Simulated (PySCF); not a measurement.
## I (iodine, neutral) across methods

[Kr] 4d10 5s2 5p4 6s1, high-spin 4P determinant (an excited configuration). All numbers are calculated (PySCF 2.14, the spin-free X2C one-electron Hamiltonian (Gaussian nucleus), in aug-cc-pVQZ-DK3 (9s8p6d3f2g, 102 functions)).

| method | E (hartree) | mean ε 5p α (eV) | mean ε 5p β (eV) | mean ε 6s α (eV) | Σ⟨r²⟩ (bohr²) | ⟨S²⟩ |
| --- | --- | --- | --- | --- | --- | --- |
| UHF | -7112.14896 | -15.495 | -13.398 | -3.238 | 87.37 | 3.761 |
| MN15 | -7120.06 | -12.950 | -11.304 | -2.640 | 84.33 | 3.754 |
| LDA | -7108.52 | -11.022 | -9.627 | -2.140 | 84.29 | 3.751 |
| wB97X | -7115.32 | -14.516 | -13.098 | -3.295 | 85.82 | 3.752 |
| r2SCAN | -7115.06 | -11.497 | -9.902 | -2.037 | 86.02 | 3.755 |
| PBE | -7114.64 | -10.943 | -9.484 | -2.015 | 84.96 | 3.753 |
| M06-2X | -7115.69 | -13.634 | -11.892 | -2.967 | 86.39 | 3.758 |

**Question.** Estimate the same row for PBE0.

**Answer.** E (hartree) = -7114.72; mean ε 5p α (eV) = -12.299; mean ε 5p β (eV) = -10.710; mean ε 6s α (eV) = -2.409; Σ⟨r²⟩ (bohr²) = 85.34; ⟨S²⟩ = 3.754.

The outer electron is Rydberg-like, and this basis confines it to a smaller radius and binds it less than a complete one would.
